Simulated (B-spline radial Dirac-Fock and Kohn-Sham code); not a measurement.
# K-line shifts caused by a second vacancy in In⁸⁺

System: indium as In⁸⁺ in the configuration [Kr] 4d5.

Level of theory: relaxed Dirac-Fock hole states (ΔSCF) with Breit and QED corrections and a finite nucleus; an atomic code on a B-spline grid. Each two-hole energy is an average over J within one jj subconfiguration, not an observable level; in light atoms, where LS coupling holds, the j-resolved values are not observed lines, and for a K spectator the Kα1 hypersatellite is nearly forbidden. The model has no electron correlation.

Lines without a spectator: Kα2 (K-L2) 23999.3 eV, Kα1 (K-L3) 24207.3 eV, Kβ3 (K-M2) 27236.4 eV, Kβ1 (K-M3) 27275.0 eV. Shifts in eV with one spectator hole (a dash: not computed, or left out as unreliable):

```tsv
spectator hole	Kα2	Kα1	Kβ3	Kβ1
K (1s)	+562.5	+579.7	+718.0	+721.6
L2 (2p1/2)	+61.9	+78.0	–	+165.9
L3 (2p3/2)	+60.8	+60.9	+147.3	–
M2 (3p1/2)	–	+9.02	+20.94	+25.30
M3 (3p3/2)	+6.71	–	+21.64	+21.11
M4 (3d3/2)	+1.25	-1.33	–	–
M5 (3d5/2)	-1.80	+0.10	–	–
```

With n spectator holes in 2p, averaged over the 2p shell (energies in eV):

| n | KαLⁿ | step | hypersatellite KαʰLⁿ |
| --- | --- | --- | --- |
| 0 | 24137.9 | – | 24711.9 |
| 1 | 24203.4 | +65.5 | 24778.8 |
| 2 | 24270.2 | +66.8 | 24847.1 |
| 3 | 24338.3 | +68.1 | 24916.7 |
| 4 | 24407.7 | +69.4 | 24987.5 |
| 5 | 24478.4 | +70.7 | 25059.7 |
